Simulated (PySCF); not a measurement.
# Working out the ionisation energy of Ni

Ni [Ar] 3d8 4s2 (3F) → Ni⁺ [Ar] 3d9 (2D). Calculation: PySCF 2.14, in cc-pVTZ-DK; the spin-free X2C one-electron Hamiltonian (Gaussian nucleus). Frozen: [Ar]. Energies in hartree (1 hartree = 27.21139 eV):

| part | Ni (lower) | Ni⁺ (upper) |
| --- | --- | --- |
| UHF | -1519.099816 | -1518.797433 |
| MP2 opposite-spin | -0.210144 | -0.237959 |
| MP2 same-spin | -0.117219 | -0.136811 |

Problem. What does Hartree-Fock give?

Solution. (-1518.797433) − (-1519.099816) = 0.302383 hartree = 8.228 eV.

Problem. What do MP2 and SCS-MP2 (6/5 opposite-spin, 1/3 same-spin) give?

Solution. The opposite-spin parts differ by -0.757 eV and the same-spin parts by -0.533 eV. MP2: 8.228 + (-0.757) + (-0.533) = 6.938 eV. SCS-MP2: 8.228 + 1.2 × (-0.757) + (-0.533)/3 = 7.142 eV.

Reference: 7.640 eV (measured; NIST Atomic Spectra Database, ionization energies), between the lowest levels; spin-orbit coupling is absent from the calculation.

What remains against the reference includes basis incompleteness, the frozen core and correlation beyond second order.
